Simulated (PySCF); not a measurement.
Cost of one run: excited-state job, `c1ccc2[se]ccc2c1` (benzo[b]selenophene).

Method: TDDFT PBE0/def2-SVPD, vertical, gas phase, core orbitals frozen in the response (PySCF 2.14.0, density-fitted response routines). Geometry: GFN2-xTB. Work: 8 singlets by full TDDFT, 3 Tamm–Dancoff triplets, polarisability, density fitting. A driver script takes a list of jobs; this job's settings line and coordinates (Å) are shown.

Input:
```
{"job": {"kind": "uv", "xc": "PBE0", "basis": "def2-SVPD", "nstates": 8, "ntriplets": 3}, "charge": 0, "multiplicity": 1}
C     -1.916499    -0.722302    -0.059602
C     -2.086111     0.646461     0.139604
C     -0.993899     1.484735     0.233749
C      0.276896     0.938800     0.126097
Se     1.921402     1.851704     0.220170
C      2.723859     0.182084    -0.038570
C      1.840807    -0.828573    -0.164217
C      0.466409    -0.443024    -0.076665
C     -0.656000    -1.267110    -0.167748
H     -2.785905    -1.359446    -0.129329
H     -3.082254     1.055590     0.221531
H     -1.120909     2.546670     0.388532
H      3.796378     0.103732    -0.073816
H      2.135395    -1.853187    -0.319286
H     -0.523982    -2.328143    -0.322361
```

Hardware: x86-64 server, one thread, on a shared host.

How large is the basis?

249 functions for 88 electrons, with 1031 fitting functions; the fitted three-index integrals, 1031 × 249 × 250/2 numbers of 8 bytes, come to 240 MiB.

How long does the run take?

About 51 s. The SCF took 12 cycles.

At this speed, how long would 5000 such jobs take on 96 cores, one job a core?

5000/96 gives 53 rounds of 51 s, about 45 min of wall time and 71 core-hours, if the jobs don't slow each other.

The host was shared with other jobs, so the times are rough.

The run converged: HOMO -6.28 eV, LUMO -0.92 eV; lowest singlet 4.56 eV; lowest triplet 3.36 eV (Tamm–Dancoff); mean polarisability 115.5 au.
